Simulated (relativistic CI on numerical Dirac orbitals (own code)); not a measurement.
**Radial parameters of Sr¹¹⁺**

These numbers are calculated, not measured: Dirac-Coulomb-Breit CI, separate exchange-only KLI orbitals for each configuration, QED by a radiative potential, unscaled Slater integrals (own radial code, finite nucleus).

Slater integrals F^k, G^k are unscaled and averaged over j, outside the closed core [Ne]; ζ comes from projecting the Hamiltonian with its Breit term on Σ l·s of the shell.

- 3s2 3p6 3d9: ζ(3d) = 5817.4 cm⁻¹; <r>(3d) = 0.4722, <r^2>(3d) = 0.2667 (bohr units).
- 3s2 3p5 3d10: ζ(3p) = 58179 cm⁻¹; <r>(3p) = 0.4867, <r^2>(3p) = 0.2751 (bohr units).
- 3s2 3p6 3d8 4s: F^2(3d,3d) = 213080, F^4(3d,3d) = 135610, ζ(3d) = 6058.4, G^2(3d,4s) = 21121 cm⁻¹; <r>(3d) = 0.4635, <r^2>(3d) = 0.2564, <r>(4s) = 1.099, <r^2>(4s) = 1.354 (bohr units).

(1) Give the Racah parameters of the d shell in 3s2 3p6 3d8 4s.

Averages of the first 10 configurations, taken without configuration mixing, which lowers the lowest level and can move excited configurations by several eV; other configurations of the list can lie among them:

```
    Configuration  Parity  States  Average energy above the lowest level (eV)
      3s2 3p6 3d9    even      10                                         0.8
     3s2 3p5 3d10     odd       6                                       142.1
      3s 3p6 3d10    even       2                                       227.4
   3s2 3p6 3d8 4s    even      90                                       140.6
   3s2 3p6 3d8 4p     odd     270                                       165.7
   3s2 3p6 3d8 4d    even     450                                       204.3
  3s2 3p6 3d7 4s2    even     120                                       294.5
3s2 3p6 3d7 4s 4p     odd    1440                                       317.5
   3s2 3p6 3d8 4f     odd     630                                       240.0
   3s2 3p6 3d8 5s    even      90                                       242.4
```

Results:

(1) B = F²/49 − 5F⁴/441 = 2811 cm⁻¹ and C = 35F⁴/441 = 10763 cm⁻¹.
